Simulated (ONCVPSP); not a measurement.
**An all-electron radial function and its pseudo partner (B)**

Columns: radius, all-electron u(r) and pseudo u(r) of the 2p shell (level -3.72 eV) of boron in the configuration [He] 2s2 2p1; LDA (Perdew-Zunger), non-relativistic, ONCV scheme, ONCVPSP 4.0.1.

| r (bohr) | all-electron | pseudo |
| --- | --- | --- |
| 0.198 | 0.0866 | 0.0204 |
| 0.395 | 0.2325 | 0.0784 |
| 0.593 | 0.3677 | 0.1670 |
| 0.790 | 0.4729 | 0.2739 |
| 0.988 | 0.5478 | 0.3873 |
| 1.185 | 0.5947 | 0.4934 |
| 1.383 | 0.6188 | 0.5826 |
| 1.580 | 0.6249 | 0.6466 |
| 1.778 | 0.6175 | 0.6824 |
| 1.975 | 0.6006 | 0.6897 |
| 2.173 | 0.5769 | 0.6720 |
| 2.370 | 0.5491 | 0.6354 |
| 2.568 | 0.5185 | 0.5869 |
| 2.765 | 0.4867 | 0.5340 |
| 2.963 | 0.4544 | 0.4823 |
| 3.160 | 0.4226 | 0.4361 |
| 3.358 | 0.3914 | 0.3963 |
| 3.555 | 0.3615 | 0.3626 |
| 3.753 | 0.3329 | 0.3330 |
| 3.950 | 0.3059 | 0.3059 |
| 4.148 | 0.2805 | 0.2805 |
| 4.345 | 0.2567 | 0.2567 |
| 4.542 | 0.2346 | 0.2346 |
| 4.740 | 0.2140 | 0.2140 |
| 4.938 | 0.1950 | 0.1950 |
| 5.135 | 0.1775 | 0.1775 |

Q: How many radial nodes do the two functions have?

A: The all-electron 2p function has n − l − 1 = 0; the pseudo-wave has 0.

Q: At about which radius was the pseudo-wave matched?

A: 3.95 bohr, where the columns begin to agree (steps of 0.20 bohr).

Q: Is the pseudo-wave norm-conserving?

A: Yes: the ONCV scheme keeps the norm inside the radius equal to the all-electron one, which fixes the energy derivative of the logarithmic derivative at the level.
